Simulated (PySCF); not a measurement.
C₄H₅NSi. Atoms are numbered in the order given.

```xyz
11

C      2.6172    -0.3023    -0.7853
C      1.5350    -0.2475    -0.2323
Si    -0.0971    -0.1538     0.6004
N     -0.8024    -1.7237     0.5741
C     -1.0638     1.1558    -0.2674
C     -1.7306     2.0061    -0.8287
H      3.5751    -0.3507    -1.2725
H      0.0505     0.2631     2.0207
H     -0.8591    -2.2222    -0.3075
H     -1.6224    -1.9025     1.1436
H     -2.3152     2.7594    -1.3265
```
Charge 0, spin multiplicity 1.

Coordinates come from a PBE0-D3(BJ)/def2-SVP optimisation. The structure was generated by enumeration, and PubChem lists no compound with its InChIKey, so it may never have been made. One conformer was computed; it need not be the lowest.

The numbers are results of TDDFT-PBE/def2-SVPD run with PySCF, not measurements.

Vertical excitations. The molecule is in vacuum.

```json
[
 {"state": "S1", "energy (eV)": "4.90", "λ (nm)": "253", "f": "0.031", "main pairs": "HOMO→LUMO 96 %"},
 {"state": "S2", "energy (eV)": "5.13", "λ (nm)": "242", "f": "0.002", "main pairs": "HOMO→LUMO+1 98 %"},
 {"state": "S3", "energy (eV)": "5.42", "λ (nm)": "229", "f": "0.001", "main pairs": "HOMO−1→LUMO 96 %"},
 {"state": "S4", "energy (eV)": "5.57", "λ (nm)": "223", "f": "0.004", "main pairs": "HOMO−2→LUMO 88 %"},
 {"state": "S5", "energy (eV)": "5.73", "λ (nm)": "216", "f": "0.002", "main pairs": "HOMO−3→LUMO 62 %, HOMO−1→LUMO+1 28 %"},
 {"state": "S6", "energy (eV)": "5.80", "λ (nm)": "214", "f": "0.001", "main pairs": "HOMO→LUMO+2 95 %"},
 {"state": "S7", "energy (eV)": "5.88", "λ (nm)": "211", "f": "0.003", "main pairs": "HOMO−4→LUMO 63 %, HOMO−2→LUMO+1 26 %"},
 {"state": "S8", "energy (eV)": "5.97", "λ (nm)": "208", "f": "0.005", "main pairs": "HOMO−3→LUMO+1 84 %"},
 {"state": "S9", "energy (eV)": "5.99", "λ (nm)": "207", "f": "0.009", "main pairs": "HOMO−2→LUMO+1 34 %, HOMO−4→LUMO+1 21 %, HOMO−1→LUMO+1 12 %, HOMO−4→LUMO 12 %"},
 {"state": "S10", "energy (eV)": "6.18", "λ (nm)": "201", "f": "0.050", "main pairs": "HOMO−1→LUMO+1 21 %, HOMO−2→LUMO+2 21 %, HOMO−4→LUMO+1 20 %, HOMO−3→LUMO 11 %"},
 {"state": "T1", "energy (eV)": "4.51", "λ (nm)": "275", "f": "0", "main pairs": "HOMO→LUMO 81 %"},
 {"state": "T2", "energy (eV)": "4.84", "λ (nm)": "256", "f": "0", "main pairs": "HOMO−3→LUMO 19 %, HOMO−1→LUMO 13 %, HOMO→LUMO+1 12 %, HOMO−1→LUMO+1 11 %"},
 {"state": "T3", "energy (eV)": "4.90", "λ (nm)": "253", "f": "0", "main pairs": "HOMO→LUMO+1 26 %, HOMO−2→LUMO 17 %, HOMO−1→LUMO+1 15 %, HOMO−4→LUMO 10 %"},
 {"state": "T4", "energy (eV)": "5.00", "λ (nm)": "248", "f": "0", "main pairs": "HOMO→LUMO+1 30 %, HOMO−3→LUMO 18 %, HOMO−1→LUMO+1 14 %, HOMO−1→LUMO 9 %"}
]
```
Triplets are in the Tamm–Dancoff approximation, which puts them higher than full response would, so one can lie above its singlet here.
